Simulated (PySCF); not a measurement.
SMILES Cc1ccc(OCF)o1, C6H7FO2

Geometry (Å), atoms numbered from 1 in this order:
```xyz
16

C    -2.3469    0.7650   -0.5846
C    -1.2484    0.0078    0.0686
C    -1.2354   -0.9086    1.0710
C     0.1216   -1.2797    1.2782
C     0.8297   -0.5532    0.3753
O     2.1738   -0.5596    0.1459
C     2.6655    0.4043   -0.7036
F     2.6647    1.6371   -0.1037
O     0.0261    0.2286   -0.3659
H    -2.3880    0.5405   -1.6501
H    -3.2934    0.4932   -0.1280
H    -2.1890    1.8371   -0.4724
H    -2.0834   -1.2812    1.6075
H     0.5102   -1.9781    1.9871
H     2.0755    0.5088   -1.6259
H     3.7099    0.1469   -0.9107
```

Computed with GIAO CAM-B3LYP/6-31G* magnetisability, rotational g tensor and spin-rotation constants, non-relativistic, gas phase (PySCF 2.14.0). Geometry: GFN2-xTB.

**Question.** Give the nuclear spin-rotation constants along the inertial axes (H = +C I·J) beside the isotropic shieldings.

**Answer.** Rotational constants 3.2474, 1.1218, 0.8966 GHz. A star marks the isotopologue with that one atom substituted, in its own axes.
```
atom  isotope  Caa (kHz)  Cbb (kHz)  Ccc (kHz)  mean (kHz)  σ (ppm)
  F8      19F      2.776      0.544      0.593       1.304    355.4
 H10       1H     -0.367     -0.098      0.005      -0.153     30.3
 H11       1H      0.068     -0.123     -0.100      -0.052     30.5
 H12       1H     -0.331     -0.038     -0.051      -0.140     30.2
 H13       1H      0.180     -0.088     -0.096      -0.001     26.6
 H14       1H     -0.351      0.086     -0.102      -0.122     27.3
 H15       1H     -0.189     -0.031     -0.031      -0.084     25.9
 H16       1H      0.158     -0.106     -0.079      -0.009     26.6
  C1     13C*      0.394      0.133      0.114       0.214    180.8
  C2     13C*      1.339      0.341      0.183       0.621     59.8
  C3     13C*      1.245      0.302      0.126       0.557     88.1
  C4     13C*      0.867      0.336      0.111       0.438    110.5
  C5     13C*      1.331      0.377      0.210       0.639     46.0
  O6     17O*     -0.570     -0.210     -0.074      -0.285    214.5
  C7     13C*      0.867      0.273      0.193       0.445    100.1
  O9     17O*     -1.062     -0.334     -0.110      -0.502     92.8
```
For the geometry as given, no vibrational averaging.
